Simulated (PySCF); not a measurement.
Computed properties of C5H6O, SMILES C=C(C#C)OC

2-methoxybut-1-en-3-yne (C₅H₆O), SMILES C#CC(=C)OC. Geometry: B3LYP-D3(BJ)/def2-SVP. One conformer was computed; it need not be the lowest. All values are computed for the isolated molecule unless a solvent is named; none is compared with measurement here.

**Structure.** The optimised structure has Cs symmetry. All 30 harmonic modes at B3LYP-D3(BJ)/def2-SVP (PySCF) are real, so it is a minimum. With heavy atoms numbered as in [CH:1]#[C:2][C:3](=[CH2:4])[O:5][CH3:6], the shortest bond between them is C1–C2 at 1.214 Å and the longest C2–C3 at 1.436 Å.

**Vibrations.** The strongest infrared lines (harmonic, unscaled, degenerate partners summed) lie at 1319 cm⁻¹ (281 km/mol, C 65 %, O 20 %, H 15 %), 1683 cm⁻¹ (110 km/mol, C 90 %, H 9 %), 1152 cm⁻¹ (94 km/mol, O 47 %, C 39 %, H 14 %). The softest mode is at 30 cm⁻¹ and the zero-point energy is 58.7 kcal/mol.

**Electronic structure.** ωB97X/def2-TZVP (PySCF) places the frontier levels at -8.69 and 1.34 eV, a gap of 10.03 eV, and gives a dipole moment of 1.59 D and a mean polarisability of 64.4 bohr³. PBE/def2-TZVP (PySCF) at the same geometry gives -5.35 and -1.66 eV, so its gap is 6.34 eV narrower. An orbital gap is neither the optical nor the fundamental gap.

**Excitations.** TDA-CAM-B3LYP/def2-SVPD (PySCF) has S1 at 5.58 eV (222 nm, f = 0.000, dark); the most intense of the 10 singlets computed lies at 5.68 eV (f = 0.36). T1 (TDA) is at 3.14 eV, 2.44 eV under S1. TDA-PBE/def2-SVPD (PySCF) puts S1 at 4.81 eV. No vertical singlet excitation falls in the visible range (under 3.1 eV).

**NMR.** GIAO shifts at PBE0/pcSseg-1 (PySCF) (non-relativistic, atoms alike by connectivity averaged): ¹³C from 58.5 to 152.8 ppm against TMS; ¹H from 3.4 to 5.4 ppm against TMS.
